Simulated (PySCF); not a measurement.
Sn(Cl)(NMe2) (C2H6ClNSn), SMILES C[N](C)[Sn][Cl] (connectivity only; charge and spin as stated), neutral, multiplicity 1. The structure is a stationary point at PBE-D3(BJ)/def2-SVP. The structure was generated by enumeration; whether it is a known compound was not checked. The def2 effective core potentials stand for the cores of Sn; spin–orbit coupling is left out. The values are those of a single conformer.

Calculation: PySCF with PBE-D3(BJ)/def2-SVP.

Harmonic wavenumbers (cm⁻¹): 81, 130, 197, 236, 248, 295, 295, 330, 505, 961, 1044, 1060, 1105, 1207, 1223, 1371, 1387, 1395, 1411, 1415, 1441, 2890, 2897, 2944, 2953, 3009, 3060. Rotational constants (GHz): 2.905, 1.591, 1.042; symmetry number 1.

**Question.** Work out the zero-point energy and the ideal-gas rigid-rotor harmonic-oscillator thermochemistry at 298.15 K and 1 atm.

**Answer.** ZPE = ½ Σ hcν = ½ × 35091 cm⁻¹ = 209.89 kJ/mol. H − E(el) = 232.06 kJ/mol. Entropy in J/(mol K): translation 174.71, rotation 119.63, vibration 74.63, total 368.97. G − E(el) = 122.06 kJ/mol. Cp = 108.01 J/(mol K). Modes under 150 cm⁻¹ make the vibrational entropy uncertain.
